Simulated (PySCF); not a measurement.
Compound: C6H10O2.
SMILES with atom numbers: `[CH2:1]=[C:2]([CH2:3][O:4][CH3:5])[C:6]([CH3:7])=[O:8]` (hydrogens: H9, H10 on C1; H11, H12 on C3; H13, H14, H15 on C5; H16, H17, H18 on C7)

Structure optimised with GFN2-xTB, isolated species.

**Question.** Give the optimised bond lengths and angles.

**Answer.** 
```
                  bond  length (Å)   order
                 C1=C2       1.330  double
                 C2–C3       1.514  single
                 C3–O4       1.406  single
                 O4–C5       1.406  single
                 C2–C6       1.489  single
                 C6–C7       1.508  single
                 C6=O8       1.211  double
                 C1–H9       1.078  single
                C1–H10       1.075  single
        C3–H11, C3–H12       1.098  single
C5–H13, C5–H14, C5–H15       1.094  single
C7–H16, C7–H17, C7–H18       1.087  single
```

Bonds in one row agree within 0.01 Å and their mean is given. Orders are formal, as drawn. A selection of angles:
```
   angle  degrees
C1–C2–C3    121.4
C1–C2–C6    123.9
C3–C2–C6    114.8
C2–C3–O4    114.4
C3–O4–C5    113.3
C2–C6–C7    116.9
C2–C6–O8    121.4
C7–C6–O8    121.8
```

Dihedral angles: C1–C2–C3–O4 24° (synperiplanar); C2–C3–O4–C5 76° (synclinal); C1–C2–C6–C7 16° (synperiplanar). The mirror-image conformer, all signs reversed, is as good.

The 3 C–O bonds span 1.211 Å (C6=O8, drawn double) to 1.406 Å (O4–C5, drawn single), a spread of 0.195 Å. The 4 C–C bonds span 1.330 Å (C1=C2, drawn double) to 1.514 Å (C2–C3, drawn single), a spread of 0.184 Å. Of the pairs four or more bonds apart, O8···H12 is among the closest relative to their van der Waals radii: 2.36 Å, 87 % of the sum of Bondi's values.

Point group: C1 (no symmetry element, even within 0.4 Å). No frequency check. The numbers are those of one conformer.

These are computed values.
